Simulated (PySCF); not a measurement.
## MoBr₂, broken-symmetry Ms = 1: structure and spectrum

All numbers come from PySCF, UPBE, basis Mo def2-TZVP with ECP28, Br def2-TZVP (scalar-relativistic core potentials, no spin–orbit coupling, density fitting).

The structure is a minimum.

* Point group: C2v
* Bond lengths: Mo–Br 2.394 Å (×2)
* Bond angles: Br–Mo–Br 127.0°
* Rotational constants: 0.2449, 0.02326, 0.02124 cm⁻¹
* Entropy at 298.15 K and 1 bar (electronic part: spin only): 335.4 J/(mol K)
* Principal polarisabilities: 65.2, 81.5, 124.4 bohr³
* Enthalpy at 298.15 K above 0 K: 14.42 kJ/mol
* Zero-point energy: 3.7 kJ/mol
* Principal quadrupole moments (Buckingham, traceless) about the centre of mass: -4.28, 0.23, 4.05 D Å
* Lowest empty level (α): -4.44 eV
* Atomisation energy without zero-point energy: 603 kJ/mol
* Spin squared ⟨S²⟩: 3.007
* Dipole moment: 1.78 D
* Rotational symmetry number: 2
* Highest occupied level (α): -5.02 eV
* Heat capacity Cp at 298.15 K: 55.8 J/(mol K)

Harmonic modes (masses in u: Mo 97.905, Br 78.918):
```csv
symmetry,ω (cm⁻¹),IR (km/mol),μ (u)
a1,51,0.8,84.64
a1,256,7.7,83.26
b2,312,48.7,88.60
```

In C2v the vibrations span 2a1 + b2. Here b1 is antisymmetric to the molecular plane and b2 lies in it.

Charges (e):
| atom | Mulliken | Löwdin | polar tensor | spin (Mulliken) | Mayer order to Mo1 |
| --- | --- | --- | --- | --- | --- |
| Mo1 | 0.62 | -0.20 | 0.89 | 2.03 | – |
| Br2,3 | -0.31 | 0.10 | -0.44 | -0.02 | 1.19 |

Mulliken populations on Mo1 (electrons outside its core potential): s 2.58, p 6.20, d 4.59, f 0.01.

Outer orbital energies (eV). α occupied: -8.86, -8.24, -7.96, -7.85, -7.64, -5.67, -5.59, -5.02; empty: -4.44, -4.23, -2.08, -1.02. β occupied: -19.08, -9.25, -8.70, -8.09, -7.81, -7.69, -7.61, -5.03; empty: -3.64, -3.64, -3.55, -3.36.

The determinant is spin-contaminated (⟨S²⟩ = 3.01, pure value 2.00). This need not be the most stable arrangement of these atoms. With open d or f shells other occupations or spin states may lie lower. At this level a quintet minimum of C2v symmetry lies 82 kJ/mol below this structure.

The final relaxation and frequency run took 47 s on 4 threads of a shared Arm Neoverse V2 host, with 136 basis functions and 12 gradients; the process peaked at 1.1 GiB. Launch command: `OMP_NUM_THREADS=4 python axn.py task.json out`.
